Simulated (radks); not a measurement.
Radial electron density D(r) = 4 pi r^2 rho(r) of an atom or ion with 37 electrons. Calculated with a radial shooting solver on a logarithmic mesh with Libxc functionals: scalar-relativistic Kohn-Sham, PBE, spin-polarised, spherical densities, finite nucleus; Fermi nuclear charge, rms radius of each element as measured or else 0.836 A^(1/3) + 0.57 fm.

r (bohr)  D(r) (e/bohr)  spin D(r)
0.006518          14.10    0.00166
0.008693          20.79    0.00240
0.01159           29.03    0.00322
0.01559           37.98    0.00390
0.02079           44.95    0.00394
0.02773           47.56    0.00289
0.03728           44.77   0.000720
0.04973           40.28  -0.000981
0.06632           41.09   0.000506
0.08917           50.20    0.00625
0.1189            57.55     0.0101
0.1586            50.96    0.00466
0.2133            36.49  -0.000878
0.2844            34.67     0.0118
0.3794            41.31     0.0220
0.5101            34.48    0.00320
0.6803            17.72     0.0115
0.9074            8.747     0.0610
1.21              7.488     0.0422
1.627             5.323   -0.00958
2.17              2.225      0.109
2.894            0.7368      0.304
3.891            0.3570      0.318
5.19             0.1468      0.145
6.923           0.02846     0.0285
9.307          0.001726    0.00173

What is the nuclear charge?

Answer. Z = 38. The innermost maximum, from 1s, lies near gamma/Z bohr with gamma = sqrt(1 - (Z/c)^2) = 0.961, here 0.0253 bohr (found: 0.0275), and its height grows with Z. The density is that of the strontium ion Sr+ in [Kr] 5s1; the configuration itself is not fixed sharply by these data, and Z only to a few units. D(r) has 3 maxima, at r = 0.0275, 0.122, 0.398 bohr, and minima at 0.0561, 0.252 bohr, inside which lie 2.05, 11.02 electrons.
